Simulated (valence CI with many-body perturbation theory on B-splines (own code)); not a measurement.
E1 line list for Lu XXIII

Calculated by configuration interaction combined with many-body perturbation theory (CI+MBPT): three valence electrons over a frozen Dirac-Fock core [Kr] 4d10, a basis of 7 s, 7 p, 7 d, 7 f, 4 g, 2 h functions for each j, with the one-electron correlation potential Σ1 (screened to all orders), the two-electron term Σ2, the three-electron term Σ3, Breit, model QED; selected single and double excitations, second order for the rest, scaled by the run's own slope (own B-spline code, finite nucleus).

No measured spectrum was set against this ion. As an estimate, terms of the open shell hold to a few per cent of their energy, and close levels can change places. Excitations out of the core, of the other parity, are not computed and may begin above about 148 eV (a cautious bound); beyond it only levels of the ground parity were kept, without lifetimes.

Lines 201 to 250 of 546 in falling wavelength, among levels below 1191200 cm⁻¹, chosen from the strongest by gf and those to the six lowest levels. Wavelengths and rates use the calculated energies, so an error of 2000 cm⁻¹ moves a line at 23.45 nm by 0.47 % and its rate by three times that or more. Electric multipoles are in the length gauge, E1 and E2 with the static RPA response of the core. Weak lines are less certain than strong ones. Lines between different terms over intervals too small for the method are left out, as are lines whose strength nearly cancels. Where a level lies close to another of its J and parity, the split of strength between their lines is uncertain. The highest levels of a list are the least certain.

Levels are named by their leading jj configuration (3d3/2^4 stands for four electrons in 3d with j = 3/2), which in mixed levels can hold well under half, so a name can repeat and another be missing. Letters in brackets count levels of one name in rising energy.

```csv
λ vac (nm),Upper,Lower,A (s⁻¹),S (a.u.)
23.45,(4f7/2^2 5p3/2) J=5/2 [a],(4f7/2^2 5s) J=3/2,4.26e+08,1.63e-02
23.42,(4f5/2^2 5p3/2) J=5/2 [b],(4f7/2^2 5s) J=7/2,1.62e+08,6.18e-03
23.34,(4f5/2^2 5p3/2) J=7/2 [a],(4f5/2 4f7/2 5s) J=9/2 [b],8.19e+07,4.11e-03
23.31,(4f5/2^2 5p3/2) J=9/2,(4f5/2 4f7/2 5s) J=9/2 [b],7.19e+08,4.49e-02
23.30,(4f5/2 4f7/2 5p3/2) J=3/2 [b],(4f7/2^2 5s) J=3/2,2.75e+08,6.86e-03
23.27,(4f5/2 4f7/2 5p3/2) J=11/2 [c],(4f5/2 4f7/2 5s) J=13/2,6.33e+07,4.72e-03
23.26,(4f5/2 4f7/2 5p3/2) J=7/2 [a],(4f5/2 4f7/2 5s) J=5/2 [b],8.57e+07,4.26e-03
23.25,(4f5/2 4f7/2 5p3/2) J=11/2 [a],(4f7/2^2 5s) J=9/2,1.40e+08,1.04e-02
23.21,(4f5/2 4f7/2 5p3/2) J=3/2 [a],(4f5/2^2 5s) J=1/2,1.07e+08,2.63e-03
23.21,(4f5/2 4f7/2 5p3/2) J=5/2 [b],(4f5/2 4f7/2 5s) J=3/2 [b],1.15e+09,4.25e-02
23.19,(4f5/2^2 5p3/2) J=9/2,(4f5/2 4f7/2 5s) J=7/2 [a],1.34e+08,8.23e-03
23.16,(4f5/2 4f7/2 5p3/2) J=7/2 [a],(4f7/2^2 5s) J=7/2,2.77e+07,1.36e-03
23.10,(4f5/2 4f7/2 5p3/2) J=3/2 [a],(4f5/2 4f7/2 5s) J=3/2 [a],7.06e+07,1.72e-03
23.07,(4f7/2^2 5p3/2) J=9/2 [a],(4f5/2 4f7/2 5s) J=11/2 [b],4.36e+08,2.64e-02
23.05,(4f5/2^2 5p3/2) J=7/2 [b],(4f7/2^2 5s) J=9/2,5.04e+07,2.44e-03
23.02,(4f7/2^2 5p3/2) J=5/2 [a],(4f7/2^2 5s) J=5/2,2.56e+09,9.26e-02
23.00,(4f5/2 4f7/2 5p3/2) J=7/2 [b],(4f5/2 4f7/2 5s) J=5/2 [b],4.21e+09,2.02e-01
22.98,(4f5/2 4f7/2 5p3/2) J=9/2 [a],(4f7/2^2 5s) J=11/2,8.86e+08,5.31e-02
22.95,(4f5/2 4f7/2 5p3/2) J=5/2 [a],(4f5/2 4f7/2 5s) J=3/2 [a],6.39e+07,2.29e-03
22.93,(4f5/2^2 5p3/2) J=5/2 [a],(4f5/2 4f7/2 5s) J=7/2 [b],8.96e+07,3.20e-03
22.92,(4f5/2 4f7/2 5p3/2) J=11/2 [b],(4f7/2^2 5s) J=9/2,2.84e+08,2.02e-02
22.92,(4f5/2^2 5p3/2) J=7/2 [a],(4f5/2 4f7/2 5s) J=9/2 [a],1.67e+09,7.96e-02
22.92,(4f5/2^2 5p3/2) J=5/2 [a],(4f5/2 4f7/2 5s) J=5/2 [a],2.25e+08,8.03e-03
22.91,(4f5/2^2 5p3/2) J=11/2,(4f7/2^2 5s) J=13/2,7.88e+07,5.61e-03
22.90,(4f5/2 4f7/2 5p3/2) J=7/2 [b],(4f7/2^2 5s) J=7/2,1.05e+08,4.99e-03
22.90,(4f5/2^2 5p3/2) J=9/2,(4f5/2 4f7/2 5s) J=9/2 [a],1.11e+09,6.57e-02
22.86,(4f5/2 4f7/2 5p3/2) J=5/2 [a],(4f5/2 4f7/2 5s) J=5/2 [b],2.12e+09,7.49e-02
22.85,(4f7/2^2 5p3/2) J=7/2 [a],(4f7/2^2 5s) J=5/2,2.32e+09,1.09e-01
22.84,(4f5/2 4f7/2 5p3/2) J=9/2 [b],(4f7/2^2 5s) J=7/2,2.56e+07,1.50e-03
22.81,(4f5/2^2 5p3/2) J=11/2,(4f5/2 4f7/2 5s) J=9/2 [b],1.32e+08,9.29e-03
22.79,(4f5/2 4f7/2 5p3/2) J=1/2 [a],(4f5/2 4f7/2 5s) J=1/2,2.48e+09,2.90e-02
22.77,(4f5/2 4f7/2 5p3/2) J=5/2 [a],(4f7/2^2 5s) J=7/2,3.86e+08,1.35e-02
22.77,(4f5/2 4f7/2 5p3/2) J=11/2 [a],(4f7/2^2 5s) J=11/2,4.39e+09,3.07e-01
22.75,(4f7/2^2 5p1/2) J=1/2,(4f5/2^2 5s) J=3/2,4.97e+08,5.78e-03
22.70,(4f7/2^2 5p3/2) J=3/2 [a],(4f7/2^2 5s) J=3/2,1.66e+09,3.83e-02
22.69,(4f5/2^2 5p3/2) J=7/2 [a],(4f5/2^2 5s) J=5/2,4.44e+09,2.05e-01
22.69,(4f5/2 4f7/2 5p3/2) J=5/2 [b],(4f5/2 4f7/2 5s) J=3/2 [a],1.31e+08,4.54e-03
22.69,(4f7/2^2 5p3/2) J=11/2,(4f5/2 4f7/2 5s) J=11/2 [b],1.28e+09,8.88e-02
22.68,(4f5/2 4f7/2 5p3/2) J=9/2 [c],(4f7/2^2 5s) J=7/2,9.02e+08,5.20e-02
22.68,(4f5/2 4f7/2 5p3/2) J=13/2 [a],(4f7/2^2 5s) J=11/2,1.98e+08,1.59e-02
22.67,(4f5/2^2 5p3/2) J=9/2,(4f5/2 4f7/2 5s) J=11/2 [a],6.29e+07,3.62e-03
22.67,(4f7/2^2 5p3/2) J=11/2,(4f5/2 4f7/2 5s) J=13/2,3.30e+08,2.28e-02
22.65,(4f5/2 4f7/2 5p3/2) J=3/2 [b],(4f5/2 4f7/2 5s) J=1/2,1.07e+09,2.45e-02
22.61,(4f5/2 4f7/2 5p3/2) J=9/2 [a],(4f5/2 4f7/2 5s) J=7/2 [b],9.85e+08,5.62e-02
22.61,(4f5/2 4f7/2 5p3/2) J=5/2 [b],(4f5/2 4f7/2 5s) J=5/2 [b],1.81e+08,6.20e-03
22.60,(4f5/2 4f7/2 5p3/2) J=7/2 [b],(4f7/2^2 5s) J=9/2,2.34e+08,1.06e-02
22.60,(4f5/2^2 5p3/2) J=3/2,(4f5/2 4f7/2 5s) J=5/2 [a],1.61e+09,3.68e-02
22.59,(4f5/2 4f7/2 5p3/2) J=5/2 [c],(4f7/2^2 5s) J=3/2,1.84e+08,6.28e-03
22.57,(4f5/2 4f7/2 5p3/2) J=7/2 [d],(4f7/2^2 5s) J=5/2,4.31e+08,1.96e-02
22.55,(4f5/2 4f7/2 5p3/2) J=9/2 [b],(4f7/2^2 5s) J=9/2,2.36e+08,1.33e-02
```
